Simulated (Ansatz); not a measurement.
These are frozen-core CCSD(T)/cc-pVDZ // B3LYP-D3(BJ)/def2-SVP run with Ansatz (a program for electronic structure) values and carry that method's errors. The restricted HF reference is unstable towards unrestricted orbitals.

Ansatz 0.2 input:
```yaml
crystal:
  periodic: [false, false, false]
  atoms:
    - { symbol: B, position_ang: [-2.009566, -2.005056, -0.702083] }
    - { symbol: C, position_ang: [-1.364321, -0.668856, -0.283221] }
    - { symbol: C, position_ang: [-2.186617, 0.431827, -0.029271] }
    - { symbol: C, position_ang: [-1.690942, 1.69338, 0.360901] }
    - { symbol: C, position_ang: [-0.331904, 1.849001, 0.498426] }
    - { symbol: F, position_ang: [0.168, 3.033876, 0.867786] }
    - { symbol: C, position_ang: [0.583101, 0.790254, 0.262212] }
    - { symbol: C, position_ang: [1.984656, 0.947557, 0.403012] }
    - { symbol: C, position_ang: [2.797599, -0.134468, 0.153955] }
    - { symbol: C, position_ang: [2.192273, -1.35762, -0.232895] }
    - { symbol: N, position_ang: [0.896299, -1.529146, -0.370549] }
    - { symbol: C, position_ang: [0.060407, -0.485864, -0.133685] }
    - { symbol: H, position_ang: [-1.365011, -2.991105, -0.931039] }
    - { symbol: H, position_ang: [-3.214267, -2.042531, -0.797428] }
    - { symbol: H, position_ang: [-3.267068, 0.310683, -0.137492] }
    - { symbol: H, position_ang: [-2.352284, 2.539238, 0.554266] }
    - { symbol: H, position_ang: [2.389836, 1.915002, 0.704064] }
    - { symbol: H, position_ang: [3.883064, -0.066126, 0.248244] }
    - { symbol: H, position_ang: [2.826745, -2.230046, -0.435203] }
basis:
  gaussian: { orbitals: cc-pVDZ }
correlation:
  method: ccsd_t
```

Output:

```
Functional definition: HF
1889 factors; integrals over basis functions are off by at most 9.2e-4 eV
mean field evaluation 1: about -14238.6591 eV, gradient 4.2e1 eV
mean field evaluation 2: about -14239.2407 eV, gradient 4.3e1 eV
mean field evaluation 4: about -14244.7283 eV, gradient 7.8e0 eV
mean field evaluation 8: about -14244.9158 eV, gradient 4.4e-1 eV
mean field evaluation 16: about -14244.9177 eV, gradient 1.8e-6 eV
mean field -14244.91769948 eV, -523.4910699038 hartree, gradient 1.8e-6 eV, S^2 0.000000; 0 other end points of the search recorded, 0 dependent functions left out; unrestricted orbitals would lower it
12 core orbitals not correlated
reference -14244.91769948 eV, -523.4910699038 hartree; 29, 29 occupied and 162, 162 virtual orbitals, 1889 factors
second order -42.90410861 eV of doubles, -0.00000000 eV of singles
cycle   1  -42.74385685 eV  change    1.6e-1 eV  update   1.7e-1
cycle   2  -44.00653189 eV  change    -1.3e0 eV  update   5.6e-2
cycle   3  -44.31199480 eV  change   -3.1e-1 eV  update   2.7e-2
cycle   4  -44.30944075 eV  change    2.6e-3 eV  update   8.1e-3
cycle   5  -44.30818816 eV  change    1.3e-3 eV  update   4.6e-3
cycle   6  -44.31033367 eV  change   -2.1e-3 eV  update   1.4e-3
cycle   7  -44.30982056 eV  change    5.1e-4 eV  update   7.0e-4
cycle   8  -44.30955801 eV  change    2.6e-4 eV  update   2.6e-4
cycle   9  -44.30960445 eV  change   -4.6e-5 eV  update   1.2e-4
cycle  10  -44.30966249 eV  change   -5.8e-5 eV  update   4.8e-5
perturbative correction -1.97163745 eV, -0.0724563399 hartree
Total energy: -14291.19899942 eV, -525.1918763061 hartree
```

Cost: around 12 core-minutes (rough).
